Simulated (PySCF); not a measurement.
Species: C₂H₄GeN₂Si.
Bonds: N1–C2 (triple), C2–Si3, Si3–Ge4, Ge4–C5, C5–N6 (triple). Hydrogens: H7, H8 on Si3; H9, H10 on Ge4.

Theory: PBE0-D3(BJ)/def2-SVP geometry optimisation, gas phase (PySCF 2.14.0).

(1) Give the optimised bond lengths and angles.

Results:

(1) 
```json
{"bond": "N1≡C2", "length (Å)": "1.160", "order": "triple"}
{"bond": "C2–Si3", "length (Å)": "1.856", "order": "single"}
{"bond": "Si3–Ge4", "length (Å)": "2.385", "order": "single"}
{"bond": "Ge4–C5", "length (Å)": "1.926", "order": "single"}
{"bond": "C5≡N6", "length (Å)": "1.160", "order": "triple"}
{"bond": "Si3–H7, Si3–H8", "length (Å)": "1.487", "order": "single"}
{"bond": "Ge4–H9, Ge4–H10", "length (Å)": "1.532", "order": "single"}
```

Bonds in one row agree within 0.01 Å and their mean is given. Orders are formal, as drawn. A selection of angles:
```json
{"angle": "N1–C2–Si3", "degrees": "177.5"}
{"angle": "C2–Si3–Ge4", "degrees": "106.0"}
{"angle": "C2–Si3–H7", "degrees": "108.0"}
{"angle": "Ge4–Si3–H7", "degrees": "111.3"}
{"angle": "H7–Si3–H8", "degrees": "111.9"}
{"angle": "Si3–Ge4–C5", "degrees": "105.5"}
{"angle": "Si3–Ge4–H9", "degrees": "112.6"}
{"angle": "Si3–Ge4–H10", "degrees": "112.5"}
{"angle": "C5–Ge4–H9", "degrees": "107.1"}
{"angle": "H9–Ge4–H10", "degrees": "111.8"}
{"angle": "Ge4–C5–N6", "degrees": "177.3"}
```

Torsions: C2–Si3–Ge4–C5 -174° (antiperiplanar). The mirror-image conformer, all signs reversed, is as good.

Ge4 (germanium bonded to C, Si and 2 H) is distorted tetrahedral (angles from 105.5° to 112.6°). Si3 (SiH2 silicon) is distorted tetrahedral (angles from 106.0° to 111.9°).

Point group: near Cs, missed by 0.22 Å at most; the miss may be what the optimiser left on a soft mode. Whether it is a minimum is left open (no frequencies). One conformer, not necessarily the lowest.
